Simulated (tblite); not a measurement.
Species: C4H10BNSi.
Structure used (GFN2-xTB), in Å, numbered top down from 1:
```xyz
17
C4H10BNSi angstrom
B     -1.5035   -1.5860    1.1683
C     -1.2930   -0.0937    0.8293
C     -2.3570    0.5542    0.1115
C     -3.2490    1.1011   -0.4722
Si     0.2699   -0.1905   -0.3159
N      1.5556    0.4124    0.6477
C      2.9194    0.4666    0.1769
H     -0.9384   -2.0644    2.0748
H     -2.1924   -2.2502    0.4940
H     -1.0170    0.5266    1.6852
H     -4.0408    1.5693   -0.9761
H      0.6764   -1.5459   -0.7039
H     -0.0406    0.5558   -1.5479
H      1.3682    1.1473    1.3144
H      3.1237    1.3713   -0.4047
H      3.6099    0.4308    1.0208
H      3.1017   -0.3926   -0.4628
```

Computed values, GFN2-xTB/tblite, gas phase, harmonic and unscaled. Against measured fundamentals such values can be off by several per cent, at times by over 20. Modes of hydrogen on boron and silicon can be 10 to 20 % off. One conformer, not necessarily the lowest. The optimisation stopped once no atom felt more than 0.01 eV/Å.

Lowest wavenumbers of the output (negative numbers stand for imaginary wavenumbers):
```
mode    cm-1
  1     -41.0
  2      82.0
  3     119.3
  4     143.6
  5     154.7
  6     171.0
  7     207.6
  8     291.0
```

Is this structure a minimum?

Not by this Hessian. 1 mode is imaginary beyond 20i (41i cm⁻¹), so at this level the point lies at or near a first-order saddle. The curvature is small, so loose convergence or finite differences may be the whole cause.

Which atoms move in the imaginary mode?

41i: Si5 (SiH2 silicon) 22 %, C4 (terminal alkyne carbon) 13 %, N6 (silicon-bound nitrogen) 11 %. These are shares of the mass-weighted motion.

What is the remedy?

Step along that mode in both directions, optimise again with tighter thresholds and repeat the frequencies. The zero-point energy of this point (78.9 kcal/mol) counts the 44 real modes alone, and thermal corrections from it aren't those of a minimum.
